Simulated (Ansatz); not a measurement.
Born–Oppenheimer molecular dynamics of a periodic cell of 17 atoms, CuSi16 (host Si, host structure diamond, interstitial Cu), cell charge +1. It starts from a partly relaxed structure (largest force component 0.07 eV/Å).

These are results of DFT PBE, scalar-relativistic, plane waves, PAW in Ansatz, not measurements. Settings: PAW set soft_1, cutoff 420 eV, k mesh 2x2x2, fermi-dirac smearing 0.02 eV, no spin polarisation.

| Item | Value |
| --- | --- |
| ensemble | NVE (velocity Verlet) |
| time step | 2 fs |
| steps asked | 300 |
| starting velocities drawn for | 1800 K |
| seed | 272680 |

Frames 10 fs apart, positions in Å.

Velocities at 400.0 fs (Å/ps):

```
Si 2.04 -7.07 4.32
Si -7.97 -0.54 -0.28
Si -9.09 -0.01 -1.98
Si -5.74 -5.12 0.82
Si 0.40 11.23 -8.16
Si -0.44 -8.60 -3.13
Si -0.22 2.11 7.48
Si 0.45 -1.74 -5.59
Si 2.19 0.10 0.52
Si 15.46 3.82 4.95
Si -4.44 -1.10 -9.46
Si 4.54 1.00 0.15
Si 0.04 -0.90 11.72
Si -3.75 1.11 1.94
Si 4.60 -4.74 -9.65
Si -3.44 7.40 2.42
Cu 2.37 1.34 1.74
```

```xyz
17
Lattice="0.0000 5.4300 5.4300 5.4300 0.0000 5.4300 5.4300 5.4300 0.0000" Properties=species:S:1:pos:R:3 time_fs=400.0 energy_less_start_eV=1.606 T=1027
Si 0.044 0.054 -0.457
Si 1.340 1.292 1.228
Si 2.839 2.899 0.308
Si 4.303 4.362 1.239
Si 2.452 -0.146 2.619
Si 3.812 1.200 3.997
Si 5.290 2.611 2.631
Si 6.635 3.921 4.086
Si -0.244 2.486 2.733
Si 1.370 3.746 4.019
Si 2.782 5.314 2.665
Si 3.957 6.741 4.431
Si 2.404 2.399 5.392
Si 3.628 3.820 6.782
Si 5.164 4.988 5.414
Si 6.449 6.509 6.820
Cu 7.229 7.260 9.193
17
Lattice="0.0000 5.4300 5.4300 5.4300 0.0000 5.4300 5.4300 5.4300 0.0000" Properties=species:S:1:pos:R:3 time_fs=410.0 energy_less_start_eV=1.564 T=1047
Si 0.084 -0.024 -0.398
Si 1.240 1.305 1.228
Si 2.728 2.885 0.277
Si 4.261 4.306 1.255
Si 2.453 -0.039 2.550
Si 3.807 1.133 3.952
Si 5.258 2.634 2.705
Si 6.658 3.928 4.030
Si -0.216 2.491 2.734
Si 1.503 3.808 4.030
Si 2.716 5.308 2.590
Si 4.019 6.745 4.412
Si 2.415 2.373 5.526
Si 3.623 3.817 6.803
Si 5.193 4.960 5.347
Si 6.428 6.563 6.829
Cu 7.254 7.263 9.209
17
Lattice="0.0000 5.4300 5.4300 5.4300 0.0000 5.4300 5.4300 5.4300 0.0000" Properties=species:S:1:pos:R:3 time_fs=420.0 energy_less_start_eV=1.518 T=1069
Si 0.137 -0.105 -0.325
Si 1.108 1.355 1.226
Si 2.604 2.850 0.232
Si 4.239 4.234 1.277
Si 2.447 0.032 2.504
Si 3.814 1.109 3.922
Si 5.178 2.648 2.769
Si 6.715 3.987 3.970
Si -0.178 2.519 2.738
Si 1.590 3.880 3.988
Si 2.623 5.319 2.554
Si 4.097 6.742 4.357
Si 2.451 2.326 5.639
Si 3.688 3.801 6.829
Si 5.184 4.969 5.348
Si 6.410 6.568 6.816
Cu 7.281 7.244 9.218
17
Lattice="0.0000 5.4300 5.4300 5.4300 0.0000 5.4300 5.4300 5.4300 0.0000" Properties=species:S:1:pos:R:3 time_fs=430.0 energy_less_start_eV=1.805 T=931
Si 0.166 -0.174 -0.261
Si 0.976 1.417 1.216
Si 2.512 2.815 0.187
Si 4.206 4.149 1.298
Si 2.439 0.058 2.462
Si 3.844 1.117 3.948
Si 5.088 2.648 2.817
Si 6.779 4.081 3.917
Si -0.132 2.586 2.764
Si 1.631 3.908 3.945
Si 2.551 5.353 2.537
Si 4.151 6.740 4.283
Si 2.516 2.287 5.673
Si 3.798 3.792 6.866
Si 5.162 5.002 5.397
Si 6.364 6.538 6.801
Cu 7.306 7.208 9.217
17
Lattice="0.0000 5.4300 5.4300 5.4300 0.0000 5.4300 5.4300 5.4300 0.0000" Properties=species:S:1:pos:R:3 time_fs=440.0 energy_less_start_eV=2.047 T=814
Si 0.151 -0.230 -0.216
Si 0.878 1.461 1.195
Si 2.478 2.802 0.152
Si 4.141 4.063 1.307
Si 2.446 0.067 2.412
Si 3.877 1.120 4.033
Si 5.040 2.640 2.849
Si 6.807 4.168 3.893
Si -0.080 2.692 2.825
Si 1.628 3.872 3.937
Si 2.538 5.400 2.516
Si 4.157 6.738 4.208
Si 2.597 2.266 5.635
Si 3.904 3.797 6.905
Si 5.155 5.046 5.449
Si 6.292 6.510 6.791
Cu 7.324 7.165 9.200
17
Lattice="0.0000 5.4300 5.4300 5.4300 0.0000 5.4300 5.4300 5.4300 0.0000" Properties=species:S:1:pos:R:3 time_fs=450.0 energy_less_start_eV=2.269 T=707
Si 0.095 -0.275 -0.186
Si 0.830 1.480 1.169
Si 2.490 2.812 0.125
Si 4.049 3.994 1.301
Si 2.480 0.084 2.360
Si 3.904 1.091 4.138
Si 5.054 2.633 2.868
Si 6.784 4.218 3.909
Si -0.024 2.800 2.912
Si 1.616 3.807 3.972
Si 2.582 5.428 2.492
Si 4.115 6.731 4.143
Si 2.663 2.269 5.570
Si 3.961 3.816 6.933
Si 5.166 5.091 5.461
Si 6.237 6.525 6.792
Cu 7.328 7.125 9.168
17
Lattice="0.0000 5.4300 5.4300 5.4300 0.0000 5.4300 5.4300 5.4300 0.0000" Properties=species:S:1:pos:R:3 time_fs=460.0 energy_less_start_eV=2.409 T=639
Si 0.015 -0.317 -0.159
Si 0.833 1.485 1.156
Si 2.512 2.822 0.088
Si 3.966 3.949 1.291
Si 2.529 0.109 2.330
Si 3.934 1.027 4.204
Si 5.116 2.624 2.887
Si 6.727 4.231 3.949
Si 0.001 2.856 2.986
Si 1.639 3.774 4.050
Si 2.653 5.417 2.476
Si 4.053 6.720 4.090
Si 2.683 2.305 5.534
Si 3.962 3.843 6.935
Si 5.178 5.130 5.425
Si 6.236 6.595 6.808
Cu 7.312 7.095 9.130
17
Lattice="0.0000 5.4300 5.4300 5.4300 0.0000 5.4300 5.4300 5.4300 0.0000" Properties=species:S:1:pos:R:3 time_fs=470.0 energy_less_start_eV=2.192 T=744
Si -0.054 -0.363 -0.121
Si 0.880 1.480 1.164
Si 2.507 2.808 0.024
Si 3.935 3.921 1.300
Si 2.572 0.135 2.343
Si 3.957 0.959 4.196
Si 5.188 2.619 2.913
Si 6.673 4.220 3.974
Si -0.027 2.843 3.013
Si 1.698 3.809 4.152
Si 2.716 5.375 2.482
Si 4.006 6.709 4.051
Si 2.665 2.358 5.551
Si 3.933 3.875 6.913
Si 5.174 5.173 5.373
Si 6.302 6.693 6.821
Cu 7.274 7.077 9.086
17
Lattice="0.0000 5.4300 5.4300 5.4300 0.0000 5.4300 5.4300 5.4300 0.0000" Properties=species:S:1:pos:R:3 time_fs=480.0 energy_less_start_eV=1.923 T=873
Si -0.079 -0.406 -0.065
Si 0.957 1.461 1.198
Si 2.474 2.773 -0.053
Si 3.962 3.882 1.325
Si 2.590 0.155 2.402
Si 3.954 0.930 4.128
Si 5.232 2.623 2.944
Si 6.648 4.198 3.966
Si -0.073 2.792 2.997
Si 1.738 3.907 4.227
Si 2.746 5.324 2.520
Si 3.987 6.698 4.023
Si 2.646 2.390 5.612
Si 3.902 3.909 6.873
Si 5.151 5.232 5.351
Si 6.419 6.776 6.807
Cu 7.216 7.064 9.037
17
Lattice="0.0000 5.4300 5.4300 5.4300 0.0000 5.4300 5.4300 5.4300 0.0000" Properties=species:S:1:pos:R:3 time_fs=490.0 energy_less_start_eV=2.007 T=834
Si -0.057 -0.413 -0.008
Si 1.038 1.423 1.252
Si 2.443 2.739 -0.107
Si 4.017 3.806 1.353
Si 2.573 0.151 2.485
Si 3.940 0.952 4.056
Si 5.228 2.632 2.966
Si 6.652 4.189 3.936
Si -0.096 2.743 2.944
Si 1.721 4.030 4.260
Si 2.743 5.276 2.584
Si 3.985 6.690 4.005
Si 2.662 2.402 5.664
Si 3.890 3.944 6.837
Si 5.129 5.304 5.374
Si 6.543 6.807 6.771
Cu 7.146 7.050 8.987
17
Lattice="0.0000 5.4300 5.4300 5.4300 0.0000 5.4300 5.4300 5.4300 0.0000" Properties=species:S:1:pos:R:3 time_fs=500.0 energy_less_start_eV=1.885 T=893
Si -0.013 -0.360 0.039
Si 1.105 1.373 1.314
Si 2.436 2.717 -0.118
Si 4.062 3.711 1.367
Si 2.525 0.108 2.559
Si 3.941 1.015 4.039
Si 5.187 2.639 2.967
Si 6.662 4.202 3.913
Si -0.083 2.723 2.860
Si 1.651 4.118 4.272
Si 2.729 5.228 2.637
Si 3.981 6.690 3.991
Si 2.731 2.428 5.646
Si 3.904 3.983 6.825
Si 5.139 5.376 5.433
Si 6.619 6.763 6.738
Cu 7.074 7.032 8.938
17
Lattice="0.0000 5.4300 5.4300 5.4300 0.0000 5.4300 5.4300 5.4300 0.0000" Properties=species:S:1:pos:R:3 time_fs=510.0 energy_less_start_eV=1.611 T=1024
Si 0.011 -0.252 0.086
Si 1.148 1.331 1.362
Si 2.452 2.703 -0.093
Si 4.074 3.639 1.340
Si 2.484 0.031 2.614
Si 3.961 1.093 4.093
Si 5.143 2.642 2.955
Si 6.647 4.220 3.934
Si -0.041 2.735 2.772
Si 1.549 4.131 4.270
Si 2.727 5.180 2.650
Si 3.971 6.705 3.977
Si 2.825 2.479 5.555
Si 3.941 4.025 6.844
Si 5.184 5.438 5.500
Si 6.654 6.662 6.715
Cu 7.005 7.011 8.897
```

Of the whole run (600 fs, mean temperature of the second half 846 K): The conserved energy stayed within 0.76 meV per atom of its start (net change 0.35 meV per atom), so the integration is sound. Over the second half the temperature averaged 0.47 of the 1800 K drawn at the start: a run that starts near a minimum puts about half its kinetic energy into the potential. A run of 0.6 ps of so small a system gives no equilibrium averages. Limits of this set-up: coarse k mesh, charged cell in a uniform background, uncorrected.

The run took 11 min on 1 thread of AMD EPYC 9R45 96-Core Processor (Zen 5), on a shared host, peak memory 0.75 GiB.
